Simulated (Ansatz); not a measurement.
Geometry optimisation, RKS B3LYP-D4/def2-SVP (Ansatz).

The input (input.yaml):

```yaml
crystal:
  periodic: [false, false, false]
  atoms:
    - { symbol: Ge, position_ang: [-0.659176, -0.209192, -0.330241] }
    - { symbol: H, position_ang: [1.646313, -1.100252, 1.012683] }
    - { symbol: F, position_ang: [0.15732, -1.423126, -1.234572] }
    - { symbol: F, position_ang: [-1.190439, -0.997868, 1.102619] }
    - { symbol: F, position_ang: [-2.081219, 0.189797, -1.219073] }
    - { symbol: H, position_ang: [1.868332, -0.452421, 1.172165] }
    - { symbol: S, position_ang: [0.585955, 1.60018, 0.056454] }
    - { symbol: H, position_ang: [-0.327086, 2.392882, -0.560035] }
basis:
  gaussian: { orbitals: def2-SVP }
hamiltonian:
  xc: b3lyp
  dispersion: d4
relax:
  f_tol: 0.03
  max_steps: 50
```

Run as:

```bash
$ ansatz run input.yaml --threads 2 --pin off --max-ram 3072MiB --backend cpu --events-out ev --progress --plain --runs-dir out
```

**Question.** Where does it end, and by what steps?

**Answer.** It converged. After 8 steps the energy has fallen by 0.137 eV; H6 moved furthest, 0.48 Å.

| step | energy less start (eV) | largest force component (eV/Å) | accepted |
| --- | --- | --- | --- |
| 0 | 0.0000 | 2.248 | yes |
| 1 | -0.1094 | 0.164 | yes |
| 2 | -0.1194 | 0.144 | yes |
| 3 | -0.1227 | 0.257 | yes |
| 4 | -0.1262 | 0.263 | yes |
| 5 | -0.1296 | 0.337 | yes |
| 6 | -0.1353 | 0.177 | yes |
| 7 | -0.1257 | 0.594 | no |
| 8 | -0.1365 | 0.028 | yes |

```xyz
8
Properties=species:S:1:pos:R:3
Ge -0.715 -0.128 -0.326
H 1.979 -1.192 0.798
F 0.200 -1.404 -1.030
F -1.383 -0.799 1.109
F -2.049 0.183 -1.371
H 2.060 -0.803 1.446
S 0.449 1.705 -0.030
H -0.541 2.438 -0.597
```

Whether the end is a true minimum wasn't checked by a vibrational analysis.

Run time: 31 s on 2 threads of Arm Neoverse V1, on a shared host, peak memory 0.26 GiB.
